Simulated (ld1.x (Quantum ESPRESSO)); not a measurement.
# Sn (Z = 50), TM: configuration errors across variants

```
Element                 : tin (Sn)
Generator               : ld1.x (Quantum ESPRESSO) 7.5
Type                    : norm-conserving Troullier–Martins (Kleinman–Bylander form)
Functional              : PBE
Relativity              : scalar-relativistic
Frozen core             : [Kr] 4d10
Valence charge          : 4
Reference configuration : 5s2 5p2
Partial waves           : 5s (bound): rc 1.55 bohr; 5p (bound): rc 2.65 bohr; 5d channel at -0.05 Ry: rc 2.50 bohr
Local potential         : the d channel
Core correction         : a·sin(br)/r model core inside 0.95 bohr
```

All-electron excitation energies from the reference (eV): (1) 5s2 5p1 6.875; (2) 5s2 5p0 20.827; (3) 5s1 5p0 51.798; (4) 5s1 5p3 6.978; (5) 5s2 5p1.5 2.616; (6) 5s0 5p4 14.186; (7) 5s2 5p2.3 -0.849.

A true bound ghost makes a file unfit for plane-wave use even where its test errors are small: the radial tests pick states by their node count and pass the ghost by.

Errors AE − PS in meV (a dash: test not solved or not reliable):

| change | (1) | (2) | (3) | (4) | (5) | (6) | (7) | bound ghosts |
| --- | --- | --- | --- | --- | --- | --- | --- | --- |
| base | -14 | -83 | -395 | -26 | -2.9 | -103 | -0.2 | s, p |
| wave 5p (bound): rc 2.65 bohr becomes 5p (bound): rc 1.80 bohr | -15 | -85 | -409 | -22 | -3.1 | -90 | -0.3 | s, p |
| wave 5p (bound): rc 2.65 bohr becomes 5p (bound): rc 2.02 bohr | -14 | -82 | -395 | -26 | -2.9 | -103 | -0.2 | s, p |
| wave 5p (bound): rc 2.65 bohr becomes 5p (bound): rc 2.26 bohr | -14 | -81 | -389 | -27 | -2.8 | -109 | -0.2 | s, p |
| wave 5p (bound): rc 2.65 bohr becomes 5p (bound): rc 2.56 bohr | -14 | -82 | -393 | -26 | -2.9 | -106 | -0.2 | s, p |
| wave 5p (bound): rc 2.65 bohr becomes 5p (bound): rc 2.88 bohr | -15 | -89 | -415 | -22 | -3.0 | -88 | -0.2 | s, p |
| wave 5p (bound): rc 2.65 bohr becomes 5p (bound): rc 3.18 bohr | -16 | -102 | -450 | -17 | -3.2 | -66 | -0.2 | s, p |
| wave 5p (bound): rc 2.65 bohr becomes 5p (bound): rc 3.46 bohr | -18 | -116 | -486 | -12 | -3.4 | -47 | -0.3 | s, p |
| wave 5p (bound): rc 2.65 bohr becomes 5p (bound): rc 3.64 bohr | -19 | -127 | -511 | -9.6 | -3.6 | -35 | -0.3 | s, p |

(1) Give the same row for: wave 5p (bound): rc 2.65 bohr becomes 5p (bound): rc 4.04 bohr.

Answers

(1) -21, -150, -561, -4.7, -4.0, -15, -0.3; bound ghosts: s, p.
